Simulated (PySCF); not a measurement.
## Computed properties of CHCl₂F₃Si, SMILES FC(F)(F)[SiH](Cl)Cl

CHCl2F3Si, SMILES FC(F)(F)[SiH](Cl)Cl. The structure is a stationary point at ωB97X-D3(BJ)/def2-SVP. One conformer was computed; it need not be the lowest. All values are computed for the isolated molecule unless a solvent is named; none is compared with measurement here.

**Structure.** The optimised structure has Cs symmetry. All 18 harmonic modes at ωB97X-D3(BJ)/def2-SVP (PySCF) are real, so it is a minimum. With heavy atoms numbered as in [SiH:1]([Cl:2])([Cl:3])[C:4]([F:5])([F:6])[F:7], the shortest bond between them is C4–F5 at 1.340 Å and the longest Si1–Cl3 at 2.039 Å.

**Vibrations.** The strongest infrared lines (harmonic, unscaled, degenerate partners summed) lie at 1195 cm⁻¹ (218 km/mol, C 72 %, F 27 %), 1209 cm⁻¹ (203 km/mol, C 72 %, F 27 %), 827 cm⁻¹ (160 km/mol, H 88 %, Si 11 %). The softest mode is at 41 cm⁻¹ and the zero-point energy is 17.3 kcal/mol.

**Electronic structure.** r2SCAN/def2-TZVP (PySCF) places the frontier levels at -8.31 and -0.99 eV, a gap of 7.32 eV, and gives a dipole moment of 1.40 D and a mean polarisability of 60.4 bohr³. PBE/def2-TZVP (PySCF) at the same geometry gives -7.93 and -1.32 eV, so its gap is 0.71 eV narrower. An orbital gap is neither the optical nor the fundamental gap.

**Excitations.** TDDFT-CAM-B3LYP/def2-SVPD (PySCF) has S1 at 7.75 eV (160 nm, f = 0.011, weak); the most intense of the 10 singlets computed lies at 9.00 eV (f = 0.08). T1 (TDA) is at 7.35 eV. TDDFT-PBE/def2-SVPD (PySCF) puts S1 at 6.67 eV. No vertical singlet excitation falls in the visible range (under 3.1 eV).

**NMR.** GIAO shifts at PBE0/pcSseg-1 (PySCF) (non-relativistic, atoms alike by connectivity averaged): ¹³C at 133.6 ppm against TMS; ¹H at 5.7 ppm against TMS; ²⁹Si at 2.4 ppm against TMS; ¹⁹F at -86.3 ppm against CFCl3. Without spin–orbit terms, shifts of atoms bonded to Cl or Br come out too high.

**Solvation.** SMD-B3LYP/6-31G* (PySCF) gives 2.1 kcal/mol in water, -2.0 kcal/mol in toluene, -1.9 kcal/mol in n-hexane (1 M in both phases, gas-phase geometry).
